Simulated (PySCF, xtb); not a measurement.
C₃H₉Sb, SMILES [CH3][Sb]([CH3])[CH3].

Harmonic wavenumbers (cm⁻¹) from GFN2-xTB (xtb 6.7.1) at its own minimum, in rising order: 76, 108, 109, 167, 168, 188, 489, 508, 509, 725, 744, 744, 790, 791, 801, 1277, 1277, 1290, 1457, 1467, 1467, 1473, 1473, 1480, 3022, 3022, 3033, 3044, 3045, 3045, 3047, 3049, 3050.

Question: What does PBE-D3(BJ)/def2-SVP run with PySCF give at its own minimum? (An estimate is asked for; the answer gives what the named calculation found.)

Answer: 105, 114, 114, 166, 166, 181, 490, 493, 493, 669, 694, 694, 790, 790, 794, 1157, 1157, 1177, 1374, 1381, 1381, 1387, 1387, 1397, 2978, 2980, 2980, 3096, 3096, 3096, 3096, 3097, 3097. Paired by order, the mean absolute difference is 47 cm⁻¹ and the zero-point energies are 67.1 and 65.9 kcal/mol.
